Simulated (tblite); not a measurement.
C₄H₁₀BP.
Numbering: `[BH3-:1][P@@H+:2]1[CH:3]=[C:4]1[CH2:5][CH3:6]` (hydrogens: H7, H8, H9 on B1; H10 on P2; H11 on C3; H12, H13 on C5; H14, H15, H16 on C6)
Bond orders are those of one Lewis drawing.

Computed with GFN2-xTB (tblite), gas phase: L-BFGS steps from a force-field or distance-geometry start until the largest atomic force falls under 0.01 eV/Å.

At the end of the run (lengths in Å): C3=C4 1.319, P2–C3 1.818, P2–C4 1.821, B1–P2 1.949, C4–C5 1.470, C6–H14 1.088, C6–H15 1.087, B1–P2–C4 125.0°, B1–P2–C3 126.1°, C3–P2–C4 42.5°, P2–C3–C4 68.9°, B1–P2–C3–C4 -105°, P2–C3–C4–C5 172°, C3–C4–C5–C6 -126°, H7–B1–P2–C3 -92°, H10–P2–C4–C3 -95°.

**Question.** These geometries were met on the way; a selection of coordinates is given. Order them by energy above the end point, lowest first.
A. C3=C4 1.325, P2–C3 1.821, P2–C4 1.822, B1–P2 1.881, C4–C5 1.490, C6–H14 1.087, C6–H15 1.092, B1–P2–C4 112.4°, B1–P2–C3 116.1°, C3–P2–C4 42.7°, P2–C3–C4 68.7°, B1–P2–C3–C4 -96°, P2–C3–C4–C5 176°, C3–C4–C5–C6 -116°, H7–B1–P2–C3 -113°, H10–P2–C4–C3 -104°
B. C3=C4 1.325, P2–C3 1.813, P2–C4 1.823, B1–P2 1.937, C4–C5 1.464, C6–H14 1.086, C6–H15 1.090, B1–P2–C4 114.4°, B1–P2–C3 118.4°, C3–P2–C4 42.7°, P2–C3–C4 69.0°, B1–P2–C3–C4 -96°, P2–C3–C4–C5 174°, C3–C4–C5–C6 -116°, H7–B1–P2–C3 -113°, H10–P2–C4–C3 -102°
C. C3=C4 1.387, P2–C3 1.788, P2–C4 1.786, B1–P2 1.852, C4–C5 1.500, C6–H14 1.095, C6–H15 1.097, B1–P2–C4 111.2°, B1–P2–C3 115.0°, C3–P2–C4 45.7°, P2–C3–C4 67.1°, B1–P2–C3–C4 -96°, P2–C3–C4–C5 179°, C3–C4–C5–C6 -117°, H7–B1–P2–C3 -112°, H10–P2–C4–C3 -106°
D. C3=C4 1.318, P2–C3 1.808, P2–C4 1.809, B1–P2 1.957, C4–C5 1.475, C6–H14 1.088, C6–H15 1.086, B1–P2–C4 116.2°, B1–P2–C3 120.7°, C3–P2–C4 42.7°, P2–C3–C4 68.7°, B1–P2–C3–C4 -97°, P2–C3–C4–C5 174°, C3–C4–C5–C6 -118°, H7–B1–P2–C3 -111°, H10–P2–C4–C3 -98°
E. C3=C4 1.480, P2–C3 1.681, P2–C4 1.684, B1–P2 1.889, C4–C5 1.490, C6–H14 1.116, C6–H15 1.111, B1–P2–C4 111.3°, B1–P2–C3 115.7°, C3–P2–C4 52.2°, P2–C3–C4 64.0°, B1–P2–C3–C4 -98°, P2–C3–C4–C5 -179°, C3–C4–C5–C6 -118°, H7–B1–P2–C3 -108°, H10–P2–C4–C3 -110°

**Answer.** D (0.081 eV), B (0.140 eV), A (0.247 eV), C (0.480 eV), E (1.289 eV).

```json
{"step": "8", "E above end (eV)": "0.081", "rms distance from the end, all atoms (Å)": "0.190", "largest force (eV/Å)": "0.340", "rms shift of all bonds from the end (Å)": "0.006"}
{"step": "5", "E above end (eV)": "0.140", "rms distance from the end, all atoms (Å)": "0.201", "largest force (eV/Å)": "0.586", "rms shift of all bonds from the end (Å)": "0.007"}
{"step": "3", "E above end (eV)": "0.247", "rms distance from the end, all atoms (Å)": "0.210", "largest force (eV/Å)": "0.797", "rms shift of all bonds from the end (Å)": "0.019"}
{"step": "1", "E above end (eV)": "0.480", "rms distance from the end, all atoms (Å)": "0.217", "largest force (eV/Å)": "2.452", "rms shift of all bonds from the end (Å)": "0.034"}
{"step": "0", "E above end (eV)": "1.289", "rms distance from the end, all atoms (Å)": "0.224", "largest force (eV/Å)": "6.296", "rms shift of all bonds from the end (Å)": "0.066"}
```

Rows stand in the order of the answer.
